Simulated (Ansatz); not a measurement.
B$_{2}$FH$_{5}$Si, SMILES `B[SiH](B)F`, relaxed with RKS PBE-D4/def2-SVP in Ansatz 0.2.0 from a rough embedded geometry. The force threshold is 0.03 eV/Å; the program also tests the step.

Total charge 0; spin multiplicity 1.

Start:

```xyz
9

B     0.941    0.378    1.213
Si   -0.072   -0.654    0.023
B    -0.717    0.487   -1.390
F     0.819   -1.903   -0.616
H     1.681   -0.180    2.023
H     0.543    1.452    1.620
H    -1.230   -1.265    0.755
H    -0.496    0.244   -2.493
H    -1.469    1.441   -1.133
```

```
step  energy (eV)  largest force (eV/Å)  largest move (Å)
   1  -12012.1102                 2.927             0.000
   2  -12012.5137                 1.228             0.195
   3  -12012.6253                 0.215             0.200
   4  -12012.6421                 0.109             0.167
   5  -12012.6480                 0.099             0.185
   6  -12012.6508                 0.034             0.069
   7  -12012.6513                 0.010             0.022
```

End:

```xyz
9

B     0.905    0.348    1.374
Si   -0.128   -0.728    0.038
B    -0.704    0.484   -1.449
F     0.677   -2.072   -0.486
H     2.070    0.132    1.642
H     0.338    1.276    1.920
H    -1.389   -1.203    0.736
H    -0.346    0.336   -2.601
H    -1.422    1.426   -1.173
```

Hardware: 2 threads of an Intel Xeon on a shared host. Wall time 71 s, peak host memory 0.13 GiB.
